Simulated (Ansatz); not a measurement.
Input for Ansatz (development build ahead of 0.2.0):

```yaml
crystal:
  periodic: [false, false, false]
  atoms:
    - { symbol: H, position_ang: [1.41431, -1.41431, 1.41431] }
    - { symbol: C, position_ang: [-0.785, -0.785, -0.785] }
    - { symbol: C, position_ang: [-0.785, -0.785, 0.785] }
    - { symbol: H, position_ang: [-1.41431, -1.41431, 1.41431] }
    - { symbol: C, position_ang: [0.785, -0.785, 0.785] }
    - { symbol: C, position_ang: [0.785, 0.785, 0.785] }
    - { symbol: H, position_ang: [-1.41431, 1.41431, -1.41431] }
    - { symbol: H, position_ang: [-1.41431, -1.41431, -1.41431] }
    - { symbol: H, position_ang: [-1.41431, 1.41431, 1.41431] }
    - { symbol: H, position_ang: [1.41431, 1.41431, -1.41431] }
    - { symbol: H, position_ang: [1.41431, -1.41431, -1.41431] }
    - { symbol: C, position_ang: [-0.785, 0.785, -0.785] }
    - { symbol: C, position_ang: [0.785, -0.785, -0.785] }
    - { symbol: C, position_ang: [-0.785, 0.785, 0.785] }
    - { symbol: H, position_ang: [1.41431, 1.41431, 1.41431] }
    - { symbol: C, position_ang: [0.785, 0.785, -0.785] }
basis:
  gaussian: { orbitals: "6-31G" }
hamiltonian:
  xc: hf
output:
  forces: true
```

The input is written out in the form of the current development build from the run's settings.

The run gave:

```
Converged    : yes
Total energy : -307.25183 hartree
```

Forces (eV/Å):
```json
{"atom": "H1", "Fx": "-0.278", "Fy": "0.278", "Fz": "-0.278"}
{"atom": "C2", "Fx": "-0.350", "Fy": "-0.350", "Fz": "-0.350"}
{"atom": "C3", "Fx": "-0.350", "Fy": "-0.350", "Fz": "0.350"}
{"atom": "H4", "Fx": "0.278", "Fy": "0.278", "Fz": "-0.278"}
{"atom": "C5", "Fx": "0.350", "Fy": "-0.350", "Fz": "0.350"}
{"atom": "C6", "Fx": "0.350", "Fy": "0.350", "Fz": "0.350"}
{"atom": "H7", "Fx": "0.278", "Fy": "-0.278", "Fz": "0.278"}
{"atom": "H8", "Fx": "0.278", "Fy": "0.278", "Fz": "0.278"}
{"atom": "H9", "Fx": "0.278", "Fy": "-0.278", "Fz": "-0.278"}
{"atom": "H10", "Fx": "-0.278", "Fy": "-0.278", "Fz": "0.278"}
{"atom": "H11", "Fx": "-0.278", "Fy": "0.278", "Fz": "0.278"}
{"atom": "C12", "Fx": "-0.350", "Fy": "0.350", "Fz": "-0.350"}
{"atom": "C13", "Fx": "0.350", "Fy": "-0.350", "Fz": "-0.350"}
{"atom": "C14", "Fx": "-0.350", "Fy": "0.350", "Fz": "0.350"}
{"atom": "H15", "Fx": "-0.278", "Fy": "-0.278", "Fz": "-0.278"}
{"atom": "C16", "Fx": "0.350", "Fy": "0.350", "Fz": "-0.350"}
```
